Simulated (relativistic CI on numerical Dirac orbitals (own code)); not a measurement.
## Hyperfine structure of Hg³¹⁺, mass number 201

Calculated at this level of theory: Dirac-Coulomb-Breit CI, KLI orbitals optimised for each configuration, model QED (radiative potential, 1s self-energy scaled to tabulated hydrogen-like ionisation energies), unscaled Slater integrals (own radial code, finite nucleus).

CI space (outside the closed core [Ar] 3d10): 4s2 4p6 4d10 4f3, 4s2 4p6 4d9 4f4, 4s2 4p6 4d10 4f2 5s, 4s2 4p6 4d10 4f2 5p, 4s2 4p6 4d10 4f 5s2, 4s2 4p5 4d10 4f4, 4s2 4p6 4d10 4f 5s 5p, 4s2 4p6 4d10 4f2 5d, 4s2 4p6 4d10 4f 5p2, 4s 4p6 4d10 4f4, 4s2 4p6 4d10 4f 5s 5d, 4s2 4p6 4d9 4f2 5s2, 4s2 4p6 4d10 4f2 5f, 4s2 4p6 4d10 4f2 6s, 4s2 4p6 4d10 4f 5d2, 4s2 4p6 4d10 4f2 6p. Levels of other configurations are missing.

Nuclear spin I = 3/2, μ = -0.558 μN, Q = 0.387 b (tables of Stone and Pyykkö). The electronic factors are computed for point nuclear moments, without core polarisation or the Bohr-Weisskopf and QED corrections.

```
                    Level   E (eV)  A (MHz)  B (MHz)
 4s2 4p6 4d10 4f3 4I°_9/2   0.0000    -2324      593
4s2 4p6 4d10 4f3 4I°_11/2   4.6220    -1795      844
 4s2 4p6 4d10 4f3 4F°_3/2   5.6319    -2425     -329
4s2 4p6 4d10 4f3 4I°_13/2   8.0469    -1601     1400
4s2 4p6 4d10 4f3 4I°_15/2  10.6976    -1536     2190
 4s2 4p6 4d10 4f3 4G°_7/2  12.0680    -1513     1020
4s2 4p6 4d10 4f3 2K°_13/2  13.3581    -1689     2800
 4s2 4p6 4d10 4f3 4F°_9/2  13.6525    -1321    -76.3
```

Levels with J = 0, under 50 % of one LS term, or S terms without an open s electron are left out. Small factors come from cancelling terms and can be off by tens of per cent or more.

At this charge energies of transitions that change n are usually good to better than 1 %, and those within a shell (Δn = 0) to a few per cent. Terms inside the open d or f shell come out 10 to 20 % too wide with unscaled integrals.

Give the hyperfine levels of 4s2 4p6 4d10 4f3 4I°_9/2 relative to its centre of gravity.

With K = F(F + 1) − I(I + 1) − J(J + 1), E = AK/2 + B[¾K(K + 1) − I(I + 1)J(J + 1)]/[2I(2I − 1)J(2J − 1)]: F = 3: 19450, F = 4: 9755, F = 5: -1991, F = 6: -15540 MHz.

LS names give the leading component of a level, which can be under half, so a name can repeat, a term be missing and a line seem to break the LS rules.
